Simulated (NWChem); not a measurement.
# C2H2BrCl; SMILES ClC(=C)Br

This build's default masses of Se (78.918 u) and Br (79.917 u) are each other's, which moves their modes by up to 0.6 %.

Task: Give the equilibrium geometry at PBE0/def2-SVP (NWChem) as a list of bonds and angles, with the point group.

Result: point group Cs; any orientation.
Bonds (Å): C1–C2 1.331, C1–H5 1.091, C1–H6 1.092, C2–Cl3 1.721, C2–Br4 1.883. Bond angles (°): C2–C1–H5 120.6, C2–C1–H6 120.0, H5–C1–H6 119.4, C1–C2–Cl3 122.9, C1–C2–Br4 122.4, Cl3–C2–Br4 114.7.
